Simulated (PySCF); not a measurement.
C$_{2}$H$_{3}$O$_{2}$ (SMILES CC(=O)[O-]), charge -1, singlet, geometry from GFN2-xTB (in this run its highest filled SCF level lies above zero, so its values depend strongly on the basis, on diffuse functions most of all); REVPBE/3-21G run with PySCF.

Here is a job for PySCF.
```python
from pyscf import gto, scf, dft

mol = gto.Mole()
mol.atom = '''
    C    -0.16228820    0.14818763    0.00305258
    O     0.17780874    1.33984311    0.01312832
    O    -1.30364870   -0.33530105    0.00779082
    C     1.02007253   -0.90771354   -0.01892695
    H     1.98364113   -0.40014653   -0.02183719
    H     0.94596316   -1.54921181    0.85894237
    H     0.93040944   -1.52982261   -0.90921207
'''
mol.basis = '3-21g'
mol.charge = -1
mol.verbose = 4
mol.build()

mf = dft.RKS(mol)
mf.xc = 'revpbe'
mf.kernel()
```

Q: What does PySCF print? Leave out banner, timings and long lists.

A: 
```
PySCF version 2.14.0

[INPUT] verbose = 4
[INPUT] num. atoms = 7
[INPUT] num. electrons = 32
[INPUT] charge = -1
[INPUT] spin (= nelec alpha-beta = 2S) = 0
[INPUT] symmetry False subgroup None
[INPUT] Mole.unit = angstrom
[INPUT] Symbol           X                Y                Z      unit          X                Y                Z       unit  Magmom
[INPUT]  1 C     -0.162288200000   0.148187630000   0.003052580000 AA   -0.306680251249   0.280034035748   0.005768540173 Bohr   0.0
[INPUT]  2 O      0.177808740000   1.339843110000   0.013128320000 AA    0.336009821154   2.531936527785   0.024808929276 Bohr   0.0
[INPUT]  3 O     -1.303648700000  -0.335301050000   0.007790820000 AA   -2.463539005645  -0.633627153779   0.014722516086 Bohr   0.0
[INPUT]  4 C      1.020072530000  -0.907713540000  -0.018926950000 AA    1.927657708892  -1.715329990159  -0.035766751873 Bohr   0.0
[INPUT]  5 H      1.983641130000  -0.400146530000  -0.021837190000 AA    3.748538465123  -0.756167351395  -0.041266308430 Bohr   0.0
[INPUT]  6 H      0.945963160000  -1.549211810000   0.858942370000 AA    1.787611296328  -2.927586029842   1.623165836085 Bohr   0.0
[INPUT]  7 H      0.930409440000  -1.529822610000  -0.909212070000 AA    1.758219025310  -2.890945752067  -1.718161801449 Bohr   0.0

nuclear repulsion = 112.142004953046
number of shells = 26
number of NR pGTOs = 69
number of NR cGTOs = 42
basis = 3-21g
ecp = {}

******** <class 'pyscf.dft.rks.RKS'> ********
method = RKS
initial guess = minao
damping factor = 0
level_shift factor = 0
DIIS = <class 'pyscf.scf.diis.CDIIS'>
diis_start_cycle = 1
diis_space = 8
diis_damp = 0
SCF conv_tol = 1e-09
SCF conv_tol_grad = None
SCF max_cycles = 50
direct_scf = True
direct_scf_tol = 1e-13
XC library pyscf.dft.libxc version 7.1.2
    S. Lehtola, C. Steigemann, M. J. T. Oliveira, and M. A. L. Marques,  SoftwareX 7, 1–5 (2018)
XC functionals = revpbe
    Y. Zhang and W. Yang,  Phys. Rev. Lett. 80, 890 (1998)
    J. P. Perdew, K. Burke, and M. Ernzerhof,  Phys. Rev. Lett. 77, 3865 (1996)
    J. P. Perdew, K. Burke, and M. Ernzerhof,  Phys. Rev. Lett. 78, 1396 (1997)
radial grids:
    Treutler-Ahlrichs [JCP 102, 346 (1995); DOI:10.1063/1.469408] (M4) radial grids

becke partition: Becke, JCP 88, 2547 (1988); DOI:10.1063/1.454033
pruning grids: <function nwchem_prune>
grids dens level: 3
symmetrized grids: False
atomic radii adjust function: <function treutler_atomic_radii_adjust>
small_rho_cutoff = 0
Set gradient conv threshold to 3.16228e-05
Initial guess from minao.
tot grids = 85824
init E= -227.400713528832
  HOMO = -0.326521922411685  LUMO = -0.0532324793303771  gap/eV = 7.43658
cycle= 1 E= -226.884254938203  delta_E= 0.516  |g|= 1.17  |ddm|= 2.76
  HOMO = 0.281389602850261  LUMO = 0.306511122146722  gap/eV = 0.68359
cycle= 2 E= -226.118103244661  delta_E= 0.766  |g|= 2.24  |ddm|= 6.51
  HOMO = 0.0988814011932564  LUMO = 0.304333711553193  gap/eV = 5.59064
cycle= 3 E= -227.116041150962  delta_E= -0.998  |g|= 0.313  |ddm|=  5.8
  HOMO = 0.0960258143919752  LUMO = 0.28682230068755  gap/eV = 5.19184
cycle= 4 E= -227.12754770603  delta_E= -0.0115  |g|= 0.254  |ddm|= 0.622
  HOMO = 0.0948170765375642  LUMO = 0.285009080577085  gap/eV = 5.17539
cycle= 5 E= -227.136496682964  delta_E= -0.00895  |g|= 0.144  |ddm|= 0.342
  HOMO = 0.0942735996968072  LUMO = 0.288441964709553  gap/eV = 5.28359
cycle= 6 E= -227.140802102004  delta_E= -0.00431  |g|= 0.0147  |ddm|= 0.146
  HOMO = 0.0947689961103881  LUMO = 0.289611214426904  gap/eV = 5.30193
cycle= 7 E= -227.14084867736  delta_E= -4.66e-05  |g|= 0.00371  |ddm|= 0.0135
  HOMO = 0.0940471276882842  LUMO = 0.289192940912713  gap/eV = 5.31019
cycle= 8 E= -227.140852557935  delta_E= -3.88e-06  |g|= 0.000336  |ddm|= 0.00981
  HOMO = 0.0940390439600787  LUMO = 0.289193680676113  gap/eV = 5.31043
cycle= 9 E= -227.140852581634  delta_E= -2.37e-08  |g|= 3.74e-05  |ddm|= 0.00032
  HOMO = 0.094034674146974  LUMO = 0.289191859387252  gap/eV = 5.31050
cycle= 10 E= -227.140852581985  delta_E= -3.51e-10  |g|= 5.71e-06  |ddm|= 7.67e-05
  HOMO = 0.094034656803708  LUMO = 0.289191801466086  gap/eV = 5.31050
Extra cycle  E= -227.140852581951  delta_E= 3.39e-11  |g|= 1.43e-05  |ddm|= 2.67e-05
converged SCF energy = -227.140852581951
```
